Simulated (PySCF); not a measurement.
PySCF 2.14 output of an unrestricted PBE0 calculation on a single atom or ion in aug-cc-pVTZ with one added diffuse shell each of s, p, d, f type (7s6p4d3f, 66 functions), with the non-relativistic Hamiltonian (point nucleus):

```
SCF conv_tol = 1e-09
number electrons alpha = 7  beta = 5
    C. Adamo and V. Barone.,  J. Chem. Phys. 110, 6158 (1999)
    M. Ernzerhof and G. E. Scuseria.,  J. Chem. Phys. 110, 5029 (1999)
cycle= 1 E= -199.87407649127  delta_E= -0.0023  |g|= 0.0152  |ddm|= 0.452
cycle= 2 E= -199.874173184204  delta_E= -9.67e-05  |g|= 0.0045  |ddm|= 0.13
cycle= 3 E= -199.874180460655  delta_E= -7.28e-06  |g|= 0.000279  |ddm|= 0.0248
cycle= 4 E= -199.874180688713  delta_E= -2.28e-07  |g|= 9.03e-06  |ddm|= 0.0039
cycle= 5 E= -199.874180689005  delta_E= -2.93e-10  |g|= 1.27e-06  |ddm|= 0.000136
converged SCF energy = -199.874180689005  <S^2> = 2.0000181  2S+1 = 3.0000121
```

The run itself started from symmetry-adapted Hartree-Fock orbitals and held the occupation by maximum overlap, on a logarithmic radial grid, so the iterations belong to that start.

Q: Which element, charge and spin multiplicity is this?

A: Mg (magnesium, neutral), multiplicity 3; the state was [Ne] 3s1 3p1, high-spin 3P determinant (an excited configuration).
